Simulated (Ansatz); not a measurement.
Energy difference 2 R1 → P1 + P2, each structure at its B3LYP-D3(BJ)/def2-TZVP stationary point, reached from a drawn start (curvature not checked).
P1: I3Se (SMILES I[Se](I)I), charge 0, multiplicity 2.
R1, I2Se (SMILES I[Se]I) (charge 0, multiplicity 1, Z-matrix in Å and degrees):
```
Se
I 1 2.5371
I 1 2.5371 2 104.29
```
P2: ISe (SMILES [Se]I), charge 0, multiplicity 2.

P less R. No zero-point or thermal terms; singlets are restricted closed shells; open shells are unrestricted; no spin–orbit coupling.

Correlated levels freeze the cores. In cc and def2 sets filled d and f shells under p-block atoms count as core.

Run with Ansatz (a first-principles code). Each number belongs to the level named beside it. Elements past Kr take the def2 small-core potentials, without spin–orbit coupling.

Q: What is the computed reaction energy (r2SCAN/def2-TZVPP)?

A: 96 kJ/mol

Q: What reaction energy does B2PLYP/def2-TZVPP give?

A: 121 kJ/mol

Q: What is the computed reaction energy (CCSD(T)/def2-TZVPP)?

A: 138 kJ/mol

Doubts at one or more of the structures used: a spin-contaminated determinant (CCSD(T)/def2-TZVPP).
